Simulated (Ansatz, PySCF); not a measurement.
Process, species as SMILES: CCCCC=O -> CCCC[C]=O + H atom (the C-H bond at the site shown breaks; other sites are not compared here)
Geometries: B3LYP-D3(BJ)/def2-TZVP minima from Ansatz (a program for electronic structure), one conformer each, not searched for the lowest. Frequencies are from Ansatz or PySCF.

Property: bond dissociation energy (0 K, with B3LYP-D3(BJ) harmonic zero-point energies), in kcal/mol. Correlated levels leave the core frozen unless marked. UHF or UKS for open shells. No spin-orbit coupling. Non-relativistic. Basis-set limits of correlation are two-point, X^-3; Hartree-Fock from the larger set. The bracket is a focal-point correction in the basis named.

```
level                                                     program  bond dissociation energy (kcal/mol)
-------------------------------------------------  --------------  -----------------------------------
PBE/def2-TZVPD                                             Ansatz                                 83.0
BLYP/def2-TZVPD                                            Ansatz                                 82.6
revPBE-D4/def2-TZVPD                               Ansatz + dftd4                                 82.6
PBE0/STO-3G                                                Ansatz                                103.3
r2SCAN0-D4/def2-TZVPD                              Ansatz + dftd4                                  ___
LC-wPBE/def2-TZVPD                                         Ansatz                                 83.8
wB97M-V/def2-TZVPD                                         Ansatz                                  ___
B2GP-PLYP/def2-TZVPD                                       Ansatz                                 84.8
RPA@PBE/cc-pVTZ                                            Ansatz                                 84.4
SCS-MP2/6-31G                                              Ansatz                                 79.6
SCS-MP2/6-31G*                                             Ansatz                                 80.6
SCS-MP2/cc-pVDZ                                            Ansatz                                 83.8
SCS-MP2/cc-pVTZ                                            Ansatz                                 88.1
RI-MP2/CBS(cc-pVTZ,cc-pVQZ)+[CCSD(T)-MP2]/cc-pVTZ          Ansatz                                  ___
```

**Question.** Complete the blanks.

**Answer.** 
- r2SCAN0-D4/def2-TZVPD, bond dissociation energy (kcal/mol): 84.3
- wB97M-V/def2-TZVPD, bond dissociation energy (kcal/mol): 87.1
- RI-MP2/CBS(cc-pVTZ,cc-pVQZ)+[CCSD(T)-MP2]/cc-pVTZ, bond dissociation energy (kcal/mol): 88.4
